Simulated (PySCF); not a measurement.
## Relaxation of singlet SnCl₄

Computed with B3LYP/[Sn def2-TZVP with ECP28, Cl def2-TZVP], scalar-relativistic core potentials, density fitting, no spin–orbit coupling, PySCF. A (50,194) grid was used.

A hand-made tetrahedral start, of Td symmetry, held to at least that symmetry:

Coordinates in bohr (charge 0 multiplicity 1):
```
Sn    0.0000    0.0000    0.0000
Cl    2.6075    2.6075    2.6075
Cl   -2.6075    2.6075   -2.6075
Cl    2.6075   -2.6075   -2.6075
Cl   -2.6075   -2.6075    2.6075
```

Q: What forces act on the atoms at the start (eV/Å)?

A: 
```csv
atom,Fx,Fy,Fz
Sn1,0.00,0.00,0.00
Cl2,-0.57,-0.57,-0.57
Cl3,0.57,-0.57,0.57
Cl4,-0.57,0.57,0.57
Cl5,0.57,0.57,-0.57
```

Q: What does it relax to?

A: It ends at Td with Sn–Cl 2.314 Å (×4); Cl–Sn–Cl 109.5° (×6). A frequency run shows a minimum.

Q: How much energy is released, and in how many steps?

A: 15.3 kJ/mol in 3 steps.
